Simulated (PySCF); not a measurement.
Compound: C₆H₆N₂OSi.
Structure used (GFN2-xTB), in Å, numbered top down from 1:
```
atom  x, y, z in Å
N1     3.0089    2.5493   -0.3941
C2     2.7890    1.4399   -0.2350
C3     2.4891    0.0398   -0.0418
C4     1.0503   -0.1183    0.3589
C5     0.1252   -0.6854   -0.4076
Si6   -1.6830   -0.8853    0.0704
C7    -1.8545   -0.2047    1.8029
N8    -1.9354    0.2152    2.8654
C9    -2.7509    0.2824   -1.0323
O10   -3.5056   -0.1191   -1.8777
H11    3.1460   -0.3425    0.7463
H12    2.6983   -0.4918   -0.9745
H13    0.7956    0.2822    1.3312
H14    0.4242   -1.0667   -1.3785
H15   -2.1677   -2.2625    0.0289
H16   -2.6371    1.3763   -0.8740
```

Computed at PBE0/pcSseg-1 (PySCF, non-relativistic), with Q(14N) = 0.02044 b, Q(17O) = −0.0256 b: N1, 14N (I = 1): χzz = -4.710 MHz, η = 0.047; N8, 14N (I = 1): χzz = -5.651 MHz, η = 0.007; O10, 17O (I = 5/2): χzz = 13.36 MHz, η = 0.693.

(1) Where would the pure quadrupole (NQR) lines of 14N at N1 fall for the rigid, isolated species?

(2) Find the zero-field quadrupole resonance frequencies of 14N at N8.

(3) Where would the pure quadrupole (NQR) lines of 17O at O10 fall for the rigid, isolated species?

Results:

(1) From ν± = (3/4)|χ|(1 ± η/3) and ν0 = |χ|η/2: ν+ 3.588 MHz, ν− 3.477 MHz, ν0 0.111 MHz (nitrile nitrogen).

(2) From ν± = (3/4)|χ|(1 ± η/3) and ν0 = |χ|η/2: ν+ 4.248 MHz, ν− 4.229 MHz, ν0 0.019 MHz (cyano nitrogen).

(3) From the eigenvalues of H = χ/[4I(2I − 1)] × [3Iz² − I(I + 1) + η(Ix² − Iy²)], steps between neighbouring levels, labelled as for η = 0: ±1/2↔±3/2 2.857 MHz, ±3/2↔±5/2 3.718 MHz (carbonyl oxygen).

In a crystal, neighbours and librations shift these lines. GFN2-xTB bond lengths can be off by several hundredths of an ångström, more for odd bonds, and the gradients follow them. With so small a basis the couplings can be 20 % off.

These values come from a run that also computed NMR shieldings. The run took 2.6 min wall, 2.2 min CPU (with the writing of density and orbital grids) on one thread of an Intel Xeon at 2.50 GHz, shared host with 64 logical CPUs at a one-minute load of 60, and the process peaked at 0.88 GiB of memory.

One conformer stands for the species.
